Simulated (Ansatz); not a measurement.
Geometry optimisation, DFT r2SCAN-D3(BJ), scalar-relativistic, plane waves, PAW (Ansatz).

input.yaml

```yaml
accuracy: low
crystal:
  lattice:
    - [6.513188, 0.0, 0.0]
    - [0.0, 6.513188, 0.0]
    - [0.0, 0.0, 6.513188]
  atoms:
    - { symbol: O, position: [0.1987431, 0.1488159, 0.4284934] }
    - { symbol: H, position: [0.1787191, 0.2753435, 0.3529689] }
    - { symbol: H, position: [0.2004491, 0.0439033, 0.323115] }
    - { symbol: O, position: [1.0388304, 0.8095208, 0.5028229] }
    - { symbol: H, position: [1.0083445, 0.7054719, 0.4010458] }
    - { symbol: H, position: [0.9479546, 0.7769258, 0.6159305] }
    - { symbol: O, position: [0.6675408, 0.5416772, 0.6499987] }
    - { symbol: H, position: [0.5479615, 0.4656572, 0.6951198] }
    - { symbol: H, position: [0.6364847, 0.6824866, 0.6863633] }
    - { symbol: O, position: [0.2605321, 0.372912, 0.9263707] }
    - { symbol: H, position: [0.1345528, 0.2939356, 0.9238991] }
    - { symbol: H, position: [0.3229793, 0.3451726, 0.7942911] }
    - { symbol: O, position: [0.8410392, 0.032317, 0.7949131] }
    - { symbol: H, position: [0.9479809, 0.1057835, 0.7222475] }
    - { symbol: H, position: [0.7414279, 5.08e-05, 0.6893165] }
    - { symbol: O, position: [0.5176488, 0.9080378, 0.9089963] }
    - { symbol: H, position: [0.5734367, 0.9991027, 1.0124808] }
    - { symbol: H, position: [0.4684949, 0.9999424, 0.8029228] }
    - { symbol: O, position: [0.6910166, 0.8153581, 0.3282075] }
    - { symbol: H, position: [0.5863046, 0.9191082, 0.3478403] }
    - { symbol: H, position: [0.7350312, 0.8348412, 0.1875047] }
    - { symbol: O, position: [0.623549, 0.465724, 0.0952915] }
    - { symbol: H, position: [0.713586, 0.5772574, 0.055696] }
    - { symbol: H, position: [0.6475804, 0.3616326, -0.0081571] }
    - { symbol: C, position: [0.1381995, 0.8436045, 0.0795035] }
    - { symbol: O, position: [0.1464702, 0.6330237, 0.1370944] }
    - { symbol: H, position: [0.0535839, 0.8494946, -0.0646799] }
    - { symbol: H, position: [0.2214751, 0.6249085, 0.2655007] }
    - { symbol: H, position: [0.0569636, 0.9377312, 0.1930595] }
    - { symbol: H, position: [0.2913164, 0.9090014, 0.0543532] }
basis:
  ecutwfc: 500.0
kpoints:
  mp_grid: { grid: [1, 1, 1] }
hamiltonian:
  xc: r2scan
  dispersion: d3bj
scf:
  occupations: { method: fermi_dirac, width: 0.05 }
  lower_state_search: "off"
relax:
  f_tol: 0.3
  max_steps: 15
  adjacent_minimum: "off"
output:
  write_density: true
  write_potential: true
  elf: true
  volumetric_format: npy
```

Run as:

```bash
$ ansatz run input.yaml --threads 1 --pin off --max-ram 3072MiB --backend cpu --events-out ev --progress --plain --runs-dir out
```

**Question.** Where does it end, and by what steps?

**Answer.** It did not converge within its limit. Limits of this set-up: coarse k mesh, low accuracy level. After 14 steps the energy has fallen by 5.305 eV; O13 moved furthest, 1.45 Å.

```json
{"step": "0", "energy less start (eV)": "0.0000", "largest force component (eV/Å)": "1.447", "accepted": "yes"}
{"step": "1", "energy less start (eV)": "-1.2193", "largest force component (eV/Å)": "1.267", "accepted": "yes"}
{"step": "2", "energy less start (eV)": "-2.0470", "largest force component (eV/Å)": "2.062", "accepted": "yes"}
{"step": "3", "energy less start (eV)": "-2.7666", "largest force component (eV/Å)": "2.567", "accepted": "yes"}
{"step": "4", "energy less start (eV)": "-3.2987", "largest force component (eV/Å)": "1.781", "accepted": "yes"}
{"step": "5", "energy less start (eV)": "-3.6585", "largest force component (eV/Å)": "1.196", "accepted": "yes"}
{"step": "6", "energy less start (eV)": "-3.9331", "largest force component (eV/Å)": "1.035", "accepted": "yes"}
{"step": "7", "energy less start (eV)": "-4.2430", "largest force component (eV/Å)": "0.852", "accepted": "yes"}
{"step": "8", "energy less start (eV)": "-4.4851", "largest force component (eV/Å)": "1.392", "accepted": "yes"}
{"step": "9", "energy less start (eV)": "-4.7304", "largest force component (eV/Å)": "0.863", "accepted": "yes"}
{"step": "10", "energy less start (eV)": "-4.9021", "largest force component (eV/Å)": "0.840", "accepted": "yes"}
{"step": "11", "energy less start (eV)": "-5.0442", "largest force component (eV/Å)": "0.586", "accepted": "yes"}
{"step": "12", "energy less start (eV)": "-5.1736", "largest force component (eV/Å)": "0.536", "accepted": "yes"}
{"step": "13", "energy less start (eV)": "-5.2519", "largest force component (eV/Å)": "0.441", "accepted": "yes"}
{"step": "14", "energy less start (eV)": "-5.3047", "largest force component (eV/Å)": "0.406", "accepted": "yes"}
```

```xyz
30
Lattice="6.5132 0.0000 0.0000 0.0000 6.5132 0.0000 0.0000 0.0000 6.5132" Properties=species:S:1:pos:R:3
O 1.394 0.647 3.080
H 1.117 0.935 2.203
H 0.998 -0.250 3.231
O 7.000 4.680 3.601
H 7.146 4.183 2.779
H 6.112 4.445 3.933
O 4.627 3.917 4.945
H 4.146 3.184 4.541
H 3.997 4.644 5.093
O 2.119 2.015 5.501
H 1.643 2.641 6.069
H 1.655 1.954 4.656
O 5.181 1.095 4.063
H 6.140 1.092 3.940
H 4.844 0.511 3.348
O 3.740 6.356 6.007
H 4.461 6.767 5.463
H 3.052 7.047 5.936
O 3.874 5.944 2.252
H 3.066 6.395 2.549
H 3.930 6.192 1.305
O 3.974 2.815 1.105
H 4.588 3.344 1.630
H 4.261 2.991 0.185
C 0.647 5.045 0.365
O 1.247 3.920 1.042
H -0.096 4.653 -0.325
H 2.199 4.072 1.163
H 0.144 5.694 1.086
H 1.392 5.612 -0.196
```

Time of the run: 77 s on 1 thread of AMD EPYC 9R45 96-Core Processor (Zen 5), with other jobs on the host, peak memory 0.59 GiB.
